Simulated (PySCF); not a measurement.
3,3-dimethylpentan-1-ol, C₇H₁₆O.
Cartesian coordinates in Å at the PBE0-D3(BJ)/def2-SVP level; atoms count from 1:
```xyz
24
C7H16O angstrom
C     -1.0141    1.9425    1.0316
C     -1.2812    1.0292   -0.1548
C     -0.9167   -0.4585    0.0274
C     -1.2090   -1.1869   -1.2882
C     -1.7816   -1.0826    1.1260
C      0.5597   -0.6371    0.4240
C      1.6033   -0.0419   -0.5077
O      2.9095   -0.2283   -0.0269
H     -1.3357    2.9711    0.8093
H     -1.5578    1.6195    1.9325
H      0.0557    1.9853    1.2884
H     -0.7477    1.4191   -1.0388
H     -2.3522    1.0790   -0.4190
H     -0.6673   -0.7414   -2.1364
H     -2.2837   -1.1415   -1.5257
H     -0.9257   -2.2499   -1.2261
H     -2.8535   -0.9507    0.9074
H     -1.5787   -0.6354    2.1108
H     -1.5869   -2.1636    1.2094
H      0.7312   -0.2131    1.4274
H      0.7581   -1.7217    0.5208
H      1.4870   -0.4503   -1.5313
H      1.4651    1.0475   -0.5908
H      3.0518   -1.1749    0.0762
```

Level: PBE0/pcSseg-1 in PySCF, non-relativistic, on one gas-phase PBE0-D3(BJ)/def2-SVP geometry that isn't relaxed in the solvent. The solvent is an IEF-PCM continuum (Bondi radii, 1.10 Å for H, scaled by 1.2). Specific hydrogen bonds and non-electrostatic terms are outside this model.

```
run  E − E(gas) (kcal/mol)  HOMO (eV)  HOMO–LUMO gap (eV)  dipole (D)
gas                   0.00      -7.60                8.84        1.67
  P                  -4.69      -7.61                9.10        2.03
  Q                  -4.03      -7.61                9.07        1.97
```

Q: The runs were made in acetone and tetrahydrofuran. Which run belongs to which solvent?

A: P = acetone, Q = tetrahydrofuran. The dielectric constants are 7.426 (tetrahydrofuran), 20.49 (acetone), and the energy falls further as ε rises. In this model the ground state sees the solvent through ε alone.

Q: How constant is the ratio of the lowering to (ε − 1)/(2ε + 1)?

A: 
| solvent | (ε − 1)/(2ε + 1) | E − E(gas) (kcal/mol) | ratio (kcal/mol) | polarisation term (kcal/mol) |
| --- | --- | --- | --- | --- |
| tetrahydrofuran | 0.405 | -4.03 | -9.9 | -4.37 |
| acetone | 0.464 | -4.69 | -10.1 | -5.17 |

The ratio changes by +1.7 % in size from tetrahydrofuran to acetone. The polarisation term is half the interaction of the solute with the induced surface charges.
